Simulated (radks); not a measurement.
Dy XLIII, 24 electrons, occupied as [Ar] 3d6 (the NIST ground configuration). All-electron calculation, scalar-relativistic Kohn-Sham, PBEsol, spin-polarised, spherical densities, finite nucleus; open shells are filled with parallel spins first (spin-orbit coupling, left out, can overturn this in heavy ions); Fermi nuclear charge, rms radius 5.2218 fm. Program: a radial shooting solver on a logarithmic mesh with Libxc functionals.

Radial electron density D(r) = 4 pi r^2 rho(r):

```
   r/bohr * D(r) (the largest magnitude, 113, reaches the edge; | marks zero)
0.0008493 | *
 0.001054 | *
 0.001308 |  *
 0.001624 |    *
 0.002031 |      *
 0.002521 |        *
 0.003129 |            *
 0.003883 |                *
 0.004858 |                     *
 0.006029 |                          *
 0.007483 |                                *
 0.009287 |                                     *
  0.01153 |                                         *
  0.01442 |                                          *
   0.0179 |                                         *
  0.02221 |                                      *
  0.02757 |                                     *
  0.03449 |                                       *
   0.0428 |                                             *
  0.05312 |                                                    *
  0.06593 |                                                      *
  0.08249 |                                                *
   0.1024 |                                      *
   0.1271 |                                *
   0.1577 |                                   *
   0.1973 |                                    *
   0.2448 |                            *
   0.3039 |              *
   0.3771 |    *
   0.4718 |*
   0.5856 *
   0.7268 *
```

D(r) has 3 maxima, at r = 0.0145, 0.0633, 0.185 bohr, and minima at 0.0282, 0.129 bohr, inside which lie 1.95, 11.14 electrons.
